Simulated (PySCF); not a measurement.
Compound: C5H7BN2O2.
Bonds: N1–C2, C2–C3 (aromatic), C3–C4 (aromatic), C4–C5 (aromatic), C5–B6, B6–O7, B6–O8, C5–N9 (aromatic), N9–C10 (aromatic), C2–C10 (aromatic). Hydrogens: H11, H12 on N1; H13 on C3; H14 on C4; H15 on O7; H16 on O8; H17 on C10.

All values: PBE0/pcSseg-1 and CAM-B3LYP/def2-SVPD (PySCF, non-relativistic), on one gas-phase PBE0-D3(BJ)/def2-SVP geometry that isn't relaxed in the solvent. The solvent is an IEF-PCM continuum (cavity from Bondi-type radii × 1.2). Only the electrostatic response of the medium enters.

Gas phase at PBE0/pcSseg-1: HOMO -6.36 eV, LUMO -0.79 eV, dipole 4.21 D.

Question: What does the continuum do to the energy, the frontier levels and the dipole at PBE0/pcSseg-1 in cyclohexane and acetone?

Answer: 
```csv
solvent,ε,E(solvent) − E(gas) (kcal/mol),polarisation term (kcal/mol),distortion of the solute (kcal/mol),HOMO (eV),LUMO (eV),dipole (D)
cyclohexane,2.017,-4.51,-4.76,0.25,-6.30,-0.79,4.77
acetone,20.49,-11.04,-12.60,1.56,-6.26,-0.85,5.61
```

The first energy column is the sum of the next two and covers electrostatics alone. From cyclohexane to acetone the lowering changes by a factor 2.45, Onsager's factor (ε − 1)/(2ε + 1) by 2.30 and ε itself by 10.2.

Question: Which radius a makes the point-dipole formula ΔE = −[(ε − 1)/(2ε + 1)]·μ²/a³ give the value in acetone, with the gas-phase dipole?

Answer: μ = 1.654 au and |ΔE| = 0.01759 Eh give a = 2.20 Å; the farthest nucleus lies 4.32 Å from the centroid of the nuclei, so such a sphere wouldn't even hold the nuclei. The formula assumes a rigid point dipole at the centre of a sphere.

Question: Which ESP-fitted charges (PBE0/pcSseg-1) respond most in acetone (means over atoms taken as equivalent)?

Answer: 
```
  atoms                          environment  gas (e)  solvent (e)  change
     N1                aniline-type nitrogen   -0.757       -0.842  -0.085
     C2     aromatic carbon bearing nitrogen   +0.106       +0.169  +0.063
H11/H12                         N–H hydrogen   +0.358       +0.407  +0.049
     N9               pyridine-type nitrogen   -0.650       -0.686  -0.036
  O7/O8                   boron-bound oxygen   -0.684       -0.720  -0.036
     C5          substituted aromatic carbon   +0.487       +0.453  -0.034
     B6               three-coordinate boron   +0.476       +0.502  +0.026
    H13                    aromatic hydrogen   +0.145       +0.168  +0.023
H15/H16                    hydroxyl hydrogen   +0.436       +0.456  +0.020
    C10  aromatic CH next to a ring nitrogen   +0.192       +0.175  -0.017
    H17                    aromatic hydrogen   +0.096       +0.113  +0.017
     C3                   aromatic CH carbon   -0.034       -0.050  -0.016
```

Gas phase at CAM-B3LYP/def2-SVPD: HOMO -7.60 eV, LUMO 0.14 eV, dipole 4.19 D.

Question: What does the continuum do to the energy, the frontier levels and the dipole at CAM-B3LYP/def2-SVPD in acetone?

Answer: 
```csv
solvent,ε,E(solvent) − E(gas) (kcal/mol),polarisation term (kcal/mol),distortion of the solute (kcal/mol),HOMO (eV),LUMO (eV),dipole (D)
acetone,20.49,-10.54,-12.19,1.65,-7.45,0.15,5.62
```

Question: How does the static polarisability (CAM-B3LYP/def2-SVPD, frozen core, with the continuum's full static response) change?

Answer: 
```json
{"medium": "gas", "isotropic (au)": "97.1", "principal values (au)": "56.2, 96.6, 138.5", "⟨r²⟩ of the electrons (bohr²)": "1661.7"}
{"medium": "acetone", "isotropic (au)": "133.3", "principal values (au)": "76.6, 135.8, 187.5", "⟨r²⟩ of the electrons (bohr²)": "1658.6"}
```

The isotropic value in acetone is 1.37 times the gas-phase one; no cavity-field correction is applied. ⟨r²⟩ is taken about the centre of nuclear charge.

Time: 36 s; peak memory 1.0 GiB. Hardware: one thread of an Arm Neoverse V1, shared host. This is the whole shielding run at PBE0/pcSseg-1 in acetone, SCF included.

The values belong to the conformer `[NH2:1][c:2]1[cH:3][cH:4][c:5]([B:6]([OH:7])[OH:8])[n:9][cH:10]1`: C4–C5–B6–O7 180°, H–N1–C2–C3 165°, H–N1–C2–C3 20°, H–O7–B6–C5 0°, H–O8–B6–C5 180°.
